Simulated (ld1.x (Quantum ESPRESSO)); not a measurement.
# Before and after: TM potential for Be (Z = 4)

ld1.x (Quantum ESPRESSO) 7.5 input, shortened:

```
&input
   title='Be', zed=4., rel=1, dft='PBE', iswitch=3,
   config='[He] 2s1 2p1 3d-2'
 /
 &inputp
   pseudotype=2, tm=.true., lloc=2,
   nlcc=.true., new_core_ps=.true., rcore=0.80
 /
3
2S  1  0   1.00   0.00  1.75  1.75  0.0
2P  2  1   1.00   0.00  4.20  4.20  0.0
3D  3  2  -2.00   0.35  4.05  4.05  0.0
 &test
   configts(1)='2s1 2p1'
 /
```

All-electron outer shells of the reference configuration (PBE, scalar-relativistic, ld1.x):

| shell | level (eV) | outermost node (bohr) | outermost maximum (bohr) |
| --- | --- | --- | --- |
| 1s | -107.63 | – | 0.27 |
| 2s | -6.16 | 0.59 | 2.02 |
| 2p | -2.53 | – | 2.23 |

Change: local potential the s channel.

Cutoffs: the cutoffs (Ry, on a coarse ladder) from which the occupation-weighted sum of valence levels, in a spherical-Bessel basis at the reference potential, stays within 10 and 1 mRy of its value at 400 Ry; they do not see the model core or the augmentation charge, which bear on the density cutoff. Errors are all-electron minus pseudo energies relative to the spin-unpolarised reference configuration.

Problem. What does the change do?

Solution. The potential gets neither clearly harder nor softer (8 Ry and 15 Ry → 8 Ry and 15 Ry); the errors of the 5 common tests hardly move; the range in which the s phases agree widens (upper end 0.4 → 2.3); neither file shows a bound ghost.

```csv
quantity,base,changed
"cutoff, loose",8 Ry,8 Ry
"cutoff, tight",15 Ry,15 Ry
bound ghosts,none,none
"error for 2s2 2p0, meV [ΔE -3.61 eV]",-25,-25
"error for 2s1 2p0, meV [ΔE 5.94 eV]",+86,+83
"error for 2s1.5 2p0, meV [ΔE 0.15 eV]",+20,+20
"error for 2s0 2p2, meV [ΔE 3.64 eV]",-27,-27
"error for 2s0 2p1, meV [ΔE 9.85 eV]",-79,-81
s: phases at 4.57 bohr within 0.05 rad from the reference energy up to (Ry; the scan ends near 5),0.4,2.3
p: phases at 4.57 bohr within 0.05 rad from the reference energy up to (Ry; the scan ends near 5),0.4,0.4
d: phases at 4.57 bohr within 0.05 rad from the reference energy up to (Ry; the scan ends near 5),1.6,1.7
```
